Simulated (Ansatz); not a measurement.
The same hydrolysis along the group F, Cl, Br.

Program: Ansatz. Geometries: PBE0-D4/def2-TZVP. ΔE: electronic, gas phase. CCSD(T)/CBS adds triple-zeta CCSD(T) − MP2 to the extrapolated MP2 energy (def2 sets, frozen cores). This one scheme is used for every species. Elements past krypton have def2 core potentials. For Br, Sn outer-core shells are correlated without core-valence functions, which leaves a few kJ/mol of doubt a bond. Scalar relativity is left out up to krypton. Each species was taken in one conformer, which may not be the lowest.

```tsv
reaction	CCSD(T)/CBS(def2) (kcal/mol)
`[CH3][Sn][F]` + H₂O → `[OH][Sn][F]` + CH₄	-25.1
`[CH3][Sn][Cl]` + H₂O → `[OH][Sn][Cl]` + CH₄	-23.1
`[CH3][Sn][Br]` + H₂O → `[OH][Sn][Br]` + CH₄	?
```

**Question.** Fill in the missing values. (Estimate.)

**Answer.** Computed: `[CH3][Sn][Br]` + H₂O → `[OH][Sn][Br]` + CH₄: -22.6 kcal/mol.

Largest T1 diagnostic: 0.018, for `[OH][Sn][F]`.
